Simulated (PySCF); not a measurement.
**Structure from NMR data**

The spectra below were simulated for a compound C₃H₄O₄.

$^{1}$H NMR (600 MHz, computed): δ 8.16 (s, 2H), 6.43 (s, 2H).

$^{13}$C{$^{1}$H} NMR (computed): δ 164.9, 75.5.

Method: shielding tensors at PBE0/pcSseg-1 (GIAO), structure optimised with GFN2-xTB, in PySCF 2.14.0 with density-fitted response routines (fast rotation and ring inversion assumed for equivalent nuclei, isolated molecule, relativity neglected, a single conformation).

Scale: TMS for $^{1}$H (σref 31.72) and $^{13}$C (σref 186.93) (reference shieldings calculated alike).

Deduce the structure.

Answers


Rings plus π bonds: 2 (no ring in the answer). 2 carbon signals for 3 carbons: some carbons are equivalent by symmetry or fast rotation. Carbon types of the structure: 2 × CH, 1 × CH2, which accounts for all hydrogens. δC 164.9: ester carbonyl carbon; it is a carbonyl in resonance with an O or N lone pair, the region of acids, esters and amides. δC 75.5: sp3 carbon bearing two oxygens; 2 electronegative neighbours deshield it. δH 8.16: hydrogen on an ester carbonyl carbon. δH 6.43: hydrogen on an sp3 carbon bearing two oxygens; its carbon carries O, hence the downfield position.

The compound is `C(OC=O)OC=O`.

This is the structure that produced the data.

Shifts are as computed. Against solution values, carbons near 30 ppm lie about +3 ppm off and those near 130 ppm about +5 ppm. Of 1313 compounds with measured shifts, 239 miss one by over three times the rms of a fit or turn the order of signals round; such compounds aren't used in these exercises. No couplings were computed; multiplicities are counted from neighbouring protons, with m where these are inequivalent, close in shift, in a saturated or five-membered ring or joined by F or P, and br s for small geminal =CH2 splittings.
